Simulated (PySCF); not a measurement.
Orbital picture of AlSe

revPBE at R = 2.169 Å; Al def2-TZVPP, Se def2-TZVPP; no relativity (PySCF 2.14). State: ²Σ⁺ (doublet), unpaired electrons σ ↑. Only the outer orbitals are listed, counted within each symmetry.

```tsv
spin	orbital	occ.	ε (eV)	on Al (%)	main shells (%)
α	10σ	1	-16.15	12	87 Se s
α	11σ	1	-9.02	58	56 Al s, 35 Se p
α	12σ	1	-6.16	62	37 Se p, 35 Al p, 26 Al s
α	5π	1	-5.91	20	80 Se p, 17 Al p
α	5π	1	-5.91	20	80 Se p, 17 Al p
α	6π	0	-2.53	85	79 Al p, 13 Se p
α	6π	0	-2.53	85	79 Al p, 13 Se p
α	13σ	0	-0.10	100	65 Al p, 21 Al d, 13 Al s
β	10σ	1	-15.84	13	86 Se s
β	11σ	1	-8.39	52	51 Al s, 40 Se p
β	5π	1	-5.81	19	81 Se p, 15 Al p
β	5π	1	-5.81	19	81 Se p, 15 Al p
β	12σ	0	-4.90	68	39 Al s, 32 Se p, 27 Al p
β	6π	0	-1.93	86	84 Al p, 12 Se p
β	6π	0	-1.93	86	84 Al p, 12 Se p
```

Which are the highest filled and the lowest empty level, where do they sit, and how wide is the gap?

Highest filled β 5π at -5.81 eV (in %: 81 Se p, 15 Al p); lowest empty β 12σ at -4.90 eV (in %: 39 Al s, 32 Se p, 27 Al p); the gap at revPBE is 0.91 eV.

The bond order (Mayer) is 2.23 and the ⟨S²⟩ is 0.756. The charge on Al (Mulliken, basis-dependent) is 0.25 and the charge on Al (Löwdin, basis-dependent) is -0.12. The dipole moment (positive dipole means Al(−)Se(+)) is -3.20 D.

Spin–orbit coupling is left out. The state was picked by a PBE0 search and need not be the measured ground state.
